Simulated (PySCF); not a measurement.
## PbCl₃: double against triple zeta

Base calculation in PySCF with density fitting and no spin–orbit coupling, PBE0/def2-SVP (scalar-relativistic core potentials): doublet, C3v, Pb–Cl 2.485 Å (×3); Cl–Pb–Cl 109.8° (×3); wavenumbers 74, 75 (×2), 292, 307 (×2) cm⁻¹; dipole moment 2.52 D, polar-tensor charge of Pb 1.27 e, atomisation energy (no zero-point energy) 851 kJ/mol.

**Question.** What changes on going to PBE0/def2-TZVP (scalar-relativistic core potentials)?

**Answer.** The point group stays the same. Changes: mean bond to Pb -0.037 Å, smallest bond angle -0.4 degrees, highest wavenumber -3 cm⁻¹, lowest wavenumber -1 cm⁻¹, dipole moment -0.05 D, polar-tensor charge of Pb +0.15 e, atomisation energy (no zero-point energy) +13 kJ/mol. The new structure has Pb–Cl 2.448 Å (×3); Cl–Pb–Cl 109.4° (×3), with wavenumbers 73 (×2), 78, 293, 304 (×2) cm⁻¹. The larger basis shortens the bonds, as added polarisation functions usually do.

Spin–orbit coupling is large for PbCl₃ and is left out. Each species is the lowest minimum found with this bonding; other isomers or fragments can lie lower.
